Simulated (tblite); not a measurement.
A geometry optimisation, step by step.

Species: C6H13PSi.
Atom-mapped SMILES: `[H]/[P:4]=[C:3](\[CH:2]=[CH2:1])[Si:5]([CH3:6])([CH3:7])[CH3:8]` (hydrogens: H9, H10 on C1; H11 on C2; H12 on P4; H13, H14, H15 on C6; H16, H17, H18 on C7; H19, H20, H21 on C8)

Computed with GFN2-xTB (tblite), gas phase: L-BFGS steps from a force-field or distance-geometry start until the largest atomic force falls under 0.01 eV/Å. 5 of its 97 geometries are shown.

Step 0: E = -642.0998 eV, largest atomic force 2.759 eV/Å
```
atom  x, y, z in Å  |  force x, y, z in eV/Å
C1      2.298    0.300   -1.167    0.033   0.391  -1.274
C2      2.212   -0.103    0.080   -0.409  -0.388   1.033
C3      0.969   -0.316    0.802    2.460   0.098  -0.276
P4      0.975   -0.828    2.383   -1.374  -0.726   2.280
Si5    -0.690   -0.026    0.040   -0.637   0.175   0.049
C6     -2.043    0.057    1.348   -0.515   0.650   0.206
C7     -1.009   -1.415   -1.169   -0.267  -2.008   0.704
C8     -0.676    1.658   -0.764    0.032   1.893   0.557
H9      3.301    0.414   -1.582   -0.612   0.098  -0.258
H10     1.394    0.519   -1.763    1.015  -0.187   0.308
H11     3.122   -0.310    0.638   -0.039   0.020   0.003
H12     2.236   -1.090    3.076    0.248   0.386  -1.211
H13    -1.887   -0.702    2.133   -0.430   0.603  -0.384
H14    -3.006   -0.073    0.813    0.463  -0.123   0.691
H15    -2.067    1.099    1.775    0.013  -1.251  -0.098
H16    -0.490   -2.321   -0.721   -0.572   0.813  -0.684
H17    -2.097   -1.681   -1.146    1.045   0.295  -0.569
H18    -0.590   -1.278   -2.159   -0.416  -0.031   0.006
H19    -1.499    2.294   -0.316    0.764  -0.688  -0.944
H20    -0.722    1.638   -1.855   -0.146   0.253   0.378
H21     0.259    2.181   -0.446   -0.658  -0.273  -0.515
```

Step 24: E = -642.9562 eV, largest atomic force 0.093 eV/Å
```
atom  x, y, z in Å  |  force x, y, z in eV/Å
C1      2.330    0.235   -1.086    0.038  -0.004  -0.034
C2      2.220   -0.130    0.192    0.027   0.019  -0.044
C3      0.982   -0.309    0.901    0.063   0.004   0.008
P4      0.977   -0.857    2.508   -0.010   0.011  -0.015
Si5    -0.694    0.015    0.052   -0.031   0.009   0.031
C6     -2.068    0.049    1.367   -0.047  -0.005   0.049
C7     -1.012   -1.435   -1.153    0.010  -0.021  -0.014
C8     -0.687    1.731   -0.793    0.014   0.029  -0.014
H9      3.297    0.356   -1.549   -0.024  -0.021   0.009
H10     1.474    0.424   -1.711    0.057  -0.037   0.063
H11     3.133   -0.314    0.759   -0.075   0.026  -0.041
H12     2.379   -0.975    2.655   -0.036  -0.003   0.024
H13    -1.935   -0.735    2.106    0.001  -0.013   0.003
H14    -3.047   -0.082    0.917   -0.003  -0.024  -0.025
H15    -2.083    0.999    1.892    0.043  -0.004   0.050
H16    -0.540   -2.338   -0.780    0.019  -0.050   0.006
H17    -2.071   -1.645   -1.255   -0.015   0.058  -0.028
H18    -0.612   -1.250   -2.145   -0.006   0.030   0.006
H19    -1.528    2.331   -0.462   -0.046  -0.019  -0.023
H20    -0.738    1.667   -1.876   -0.012  -0.022   0.003
H21     0.214    2.279   -0.539    0.032   0.036  -0.014
```

Step 48: E = -642.9790 eV, largest atomic force 0.096 eV/Å
```
atom  x, y, z in Å  |  force x, y, z in eV/Å
C1      2.364    0.163   -1.088    0.033   0.006   0.015
C2      2.250   -0.115    0.210   -0.060  -0.009   0.008
C3      1.004   -0.267    0.910   -0.068  -0.002   0.021
P4      0.958   -0.791    2.522    0.081  -0.014   0.050
Si5    -0.680    0.043    0.067   -0.050  -0.024  -0.020
C6     -2.026    0.005    1.415    0.003  -0.003   0.007
C7     -1.021   -1.368   -1.181    0.010   0.003   0.014
C8     -0.742    1.732   -0.831    0.012  -0.009   0.018
H9      3.332    0.257   -1.547    0.030   0.009  -0.074
H10     1.505    0.297   -1.720    0.034   0.006   0.002
H11     3.152   -0.253    0.800   -0.005   0.007  -0.025
H12     2.356   -0.936    2.713   -0.068   0.026  -0.014
H13    -1.923   -0.872    2.046    0.001  -0.030  -0.001
H14    -3.021   -0.018    0.980    0.015   0.029  -0.004
H15    -1.965    0.876    2.060    0.004   0.007  -0.011
H16    -0.661   -2.318   -0.796   -0.047   0.015  -0.039
H17    -2.086   -1.465   -1.376    0.045  -0.009   0.020
H18    -0.531   -1.191   -2.134    0.012  -0.028   0.020
H19    -1.639    2.283   -0.564    0.036  -0.010   0.005
H20    -0.750    1.608   -1.910    0.009   0.008   0.010
H21     0.115    2.348   -0.577   -0.026   0.022  -0.002
```

Step 72: E = -642.9912 eV, largest atomic force 0.039 eV/Å
```
atom  x, y, z in Å  |  force x, y, z in eV/Å
C1      2.379    0.137   -1.108   -0.005  -0.008   0.010
C2      2.245   -0.122    0.192   -0.018  -0.002   0.009
C3      0.999   -0.255    0.897   -0.013  -0.001  -0.008
P4      0.966   -0.669    2.543   -0.021   0.010  -0.014
Si5    -0.693    0.013    0.052    0.034  -0.003   0.019
C6     -2.007   -0.029    1.431   -0.005   0.000  -0.013
C7     -1.036   -1.380   -1.211    0.009   0.003   0.010
C8     -0.760    1.722   -0.806    0.005  -0.008   0.006
H9      3.352    0.214   -1.563    0.001   0.010  -0.012
H10     1.531    0.275   -1.754   -0.011   0.005   0.001
H11     3.144   -0.252    0.789    0.004  -0.007  -0.011
H12     2.361   -0.758    2.737    0.027  -0.007   0.002
H13    -2.015   -0.986    1.943    0.003  -0.010  -0.013
H14    -3.003    0.146    1.036   -0.004  -0.003  -0.001
H15    -1.806    0.736    2.176   -0.013   0.001  -0.006
H16    -0.858   -2.359   -0.776   -0.006   0.007   0.011
H17    -2.068   -1.353   -1.547   -0.003   0.011   0.009
H18    -0.404   -1.294   -2.089    0.009  -0.003   0.006
H19    -1.693    2.229   -0.581    0.002   0.003  -0.002
H20    -0.691    1.637   -1.885    0.009  -0.007  -0.003
H21     0.050    2.364   -0.474   -0.005   0.007  -0.001
```

Step 96: E = -642.9947 eV, largest atomic force 0.008 eV/Å
```
atom  x, y, z in Å  |  force x, y, z in eV/Å
C1      2.358    0.144   -1.122   -0.001  -0.002  -0.002
C2      2.245   -0.133    0.177    0.000   0.004  -0.002
C3      1.009   -0.246    0.902    0.000  -0.001  -0.001
P4      0.992   -0.630    2.555   -0.002   0.002   0.001
Si5    -0.684    0.021    0.065   -0.002   0.000   0.006
C6     -2.022   -0.045    1.419    0.002   0.004   0.004
C7     -1.030   -1.379   -1.188   -0.001   0.000  -0.001
C8     -0.746    1.728   -0.798   -0.002  -0.002   0.003
H9      3.322    0.209   -1.599    0.003   0.004   0.004
H10     1.500    0.315   -1.745   -0.002  -0.003  -0.005
H11     3.154   -0.291    0.753   -0.001  -0.008   0.001
H12     2.391   -0.732    2.735   -0.004  -0.003  -0.004
H13    -2.055   -1.024    1.889    0.005   0.004  -0.001
H14    -3.006    0.159    1.008    0.002  -0.006   0.002
H15    -1.830    0.685    2.199    0.002   0.005  -0.003
H16    -0.938   -2.353   -0.717   -0.002   0.000   0.002
H17    -2.038   -1.298   -1.581    0.002  -0.002  -0.006
H18    -0.345   -1.357   -2.029    0.008   0.001   0.002
H19    -1.696    2.219   -0.613    0.000  -0.001  -0.003
H20    -0.631    1.640   -1.874   -0.001   0.002   0.002
H21     0.039    2.385   -0.436   -0.005   0.003   0.001
```

**Question.** Summarise the path.

**Answer.** The energy falls by 20.64 kcal/mol from step 0 to step 96; nine tenths of that is first reached at step 11. It falls at every step. The largest force goes from 2.759 to 0.008 eV/Å. Among the bonds C3–Si5 changes most, from 1.848 to 1.907 Å; the atoms move by 0.315 Å rms after alignment.

**Question.** Follow the three bonds and two angles with the largest change from start to end.

**Answer.** 
```
step  E above end (kcal/mol)  largest force (eV/Å)  C3–Si5 (Å)  C7–H16 (Å)  P4–H12 (Å)  C3–P4–H12 (°)  H17–C7–H18 (°)
   0                   20.64                 2.759       1.848       1.136       1.462          120.6           115.1
   4                    4.92                 0.546       1.928       1.083       1.445          105.0           108.4
   8                    2.82                 0.421       1.897       1.086       1.398          101.5           106.8
  13                    1.57                 0.265       1.911       1.088       1.419           98.0           108.3
  17                    1.17                 0.197       1.900       1.086       1.402           97.3           107.4
  21                    0.98                 0.084       1.910       1.087       1.418           97.3           107.5
  25                    0.86                 0.070       1.907       1.085       1.412           96.9           108.0
  29                    0.73                 0.120       1.909       1.087       1.415           97.0           107.5
  33                    0.60                 0.122       1.903       1.085       1.415           97.7           107.1
  38                    0.52                 0.058       1.908       1.087       1.415           97.4           107.9
  42                    0.47                 0.064       1.909       1.085       1.411           97.3           107.6
  46                    0.42                 0.088       1.910       1.086       1.415           97.5           107.3
  50                    0.32                 0.073       1.909       1.086       1.413           97.6           107.4
  54                    0.29                 0.034       1.908       1.086       1.414           97.6           107.5
  58                    0.23                 0.135       1.903       1.087       1.420           97.4           107.8
  63                    0.14                 0.096       1.908       1.086       1.408           97.1           107.6
  67                    0.10                 0.055       1.905       1.086       1.416           97.5           107.6
  71                    0.08                 0.030       1.909       1.086       1.412           97.5           107.5
  75                    0.06                 0.060       1.908       1.086       1.414           97.6           107.6
  79                    0.04                 0.040       1.907       1.085       1.414           97.6           107.6
  83                    0.03                 0.024       1.908       1.086       1.413           97.5           107.7
  88                    0.01                 0.025       1.906       1.085       1.413           97.4           107.7
  92                    0.00                 0.017       1.906       1.086       1.413           97.4           107.6
  96                    0.00                 0.008       1.907       1.086       1.414           97.5           107.7
```

The cost below is that of the whole relaxation. Hardware: one thread of an Arm Neoverse V1, shared host. Cost: 0.96 s wall.
